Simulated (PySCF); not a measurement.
## Relaxation of singlet LuSCl

Computed with PBE0/[Lu def2-TZVP with ECP28, S def2-TZVP, Cl def2-TZVP], scalar-relativistic core potentials, density fitting, no spin–orbit coupling, PySCF. A (50,194) grid was used.

A hand-made linear start, of C∞v symmetry, held to at least that symmetry:

```xyz
3
charge 0 multiplicity 1, angstrom
Lu    0.0000    0.0000   -0.0799
S     0.0000    0.0000   -2.3299
Cl    0.0000    0.0000    2.5301
```

Optimiser trace:
```tsv
step	E − E(last) (kJ/mol)	largest gradient (Eh/bohr)
0	8.03	0.03214
1	2.36	0.01594
2	0.14	0.00422
3	0.00	0.00044
4	0.00	0.00004
```

It ends at C∞v with Lu–Cl 2.481 Å, Lu–S 2.289 Å; Cl–Lu–S 180.0°. A frequency run shows 2 imaginary modes (one degenerate set), down to 74i cm⁻¹, so it is a higher-order saddle point. Other isomers or separated fragments may lie lower.

Final geometry:
```xyz
3
charge 0 multiplicity 1, angstrom
Lu    0.0000    0.0000   -0.0560
S     0.0000    0.0000   -2.3455
Cl    0.0000    0.0000    2.4247
```

Stability towards spin polarisation was not tested.
